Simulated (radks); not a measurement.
The numbers below are computed, except where a source is named.
Neutral promethium inside a hard spherical wall (all orbitals vanish at R), configuration held at [Xe] 4f5 6s2 and not refilled when levels cross. Level of theory: scalar-relativistic Kohn-Sham, LDA (Slater exchange, VWN5 correlation), spin-polarised, spherical densities, point nucleus; open shells are filled with parallel spins first (spin-orbit coupling, left out, can overturn this in heavy ions) (a radial shooting solver on a logarithmic mesh with Libxc functionals). Eigenvalues in eV for spin up, with the zero of energy where the potential of the charges vanishes at infinity; a dash marks a level that is unbound or too diffuse for the functional's potential to be trusted. A positive occupied level is held by the wall or, in an anion where self-interaction has pushed it up, behind a barrier. The pressure on the wall is -dE/dV.

R (bohr)  E (hartree)  kinetic (hartree)    e(5s)    e(5p)   e(6s)   e(4f)  e(5d, empty)  e(6p, empty)  pressure (GPa)
free      -10013.6829          10678.628  -42.742  -23.342  -3.760  -3.308        -2.147        -1.301               0
15        -10013.6829          10678.628  -42.739  -23.338  -3.757  -3.305        -2.144        -1.286        0.000267
12        -10013.6824          10678.633  -42.698  -23.298  -3.726  -3.265        -2.108        -1.193         0.00798
10        -10013.6795          10678.657  -42.539  -23.142  -3.596  -3.108        -1.967        -0.908          0.0753
6         -10013.5487          10679.264  -40.265  -20.946  -0.694  -0.815         0.290         3.846            8.14
5         -10013.3297          10680.113  -38.382  -19.168   3.026   1.190         2.507         9.310            33.6
4         -10012.6207          10682.816  -34.430  -15.380  13.223   5.701         7.749        23.065             188
3.5       -10011.6662          10686.423  -30.486  -11.376  25.136  10.441        13.424        38.017             525
3         -10009.5100          10694.266  -23.412   -3.700  48.608  18.991        24.194        65.880            1680
1.5        -9932.0564          10926.314   147.18   191.87  546.21  146.50        260.91        594.34          225000
